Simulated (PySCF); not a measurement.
ethylene glycol cation (C2H6O2), SMILES OCCO (connectivity only; charge and spin as stated), charge +1, multiplicity 2. Atoms are numbered in the order given.

```xyz
10

O      1.5460    -0.2822     0.1974
C      0.7237     0.6968    -0.1822
C     -0.8837     0.0324    -0.5146
O     -1.4486    -0.3659     0.6209
H      2.0643    -0.6478    -0.5443
H      0.4777     1.3633     0.6568
H      0.9474     1.1917    -1.1418
H     -1.3595     0.9505    -0.8933
H     -0.6755    -0.7436    -1.2694
H     -1.2729    -1.3039     0.8265
```
Charge +1, spin multiplicity 2.

Geometry optimised at r2SCAN-D4/def2-SVP. The spin state was assumed, not searched. Other conformers were not sampled.

These are B3LYP/def2-TZVP run with PySCF values and carry that method's errors.

Atomic charges (e):

| atom | Mulliken | Löwdin | meta-Löwdin | Mulliken spin |
|---|---|---|---|---|
| O1 | -0.25 | 0.18 | -0.32 | 0.26 |
| C2 | -0.04 | -0.24 | 0.07 | 0.20 |
| C3 | -0.02 | -0.24 | 0.07 | 0.19 |
| O4 | -0.23 | 0.20 | -0.30 | 0.27 |
| H5 | 0.38 | 0.23 | 0.39 | -0.01 |
| H6 | 0.20 | 0.17 | 0.19 | 0.02 |
| H7 | 0.19 | 0.15 | 0.16 | 0.02 |
| H8 | 0.20 | 0.17 | 0.18 | 0.03 |
| H9 | 0.18 | 0.15 | 0.16 | 0.02 |
| H10 | 0.38 | 0.23 | 0.40 | -0.01 |

Q: Give the Mayer and Wiberg (Löwdin basis) orders of the bonds. (An estimate is asked for; the answer gives what the named calculation found.)

A: 
```
bond    Mayer  Wiberg
------  -----  ------
O1–C2    1.24    1.88
C2–C3    0.62    0.84
C3–O4    1.26    1.90
O1–H5    0.84    0.95
C2–H6    0.92    0.87
C2–H7    0.93    0.87
C3–H8    0.92    0.86
C3–H9    0.93    0.88
O4–H10   0.84    0.95
```
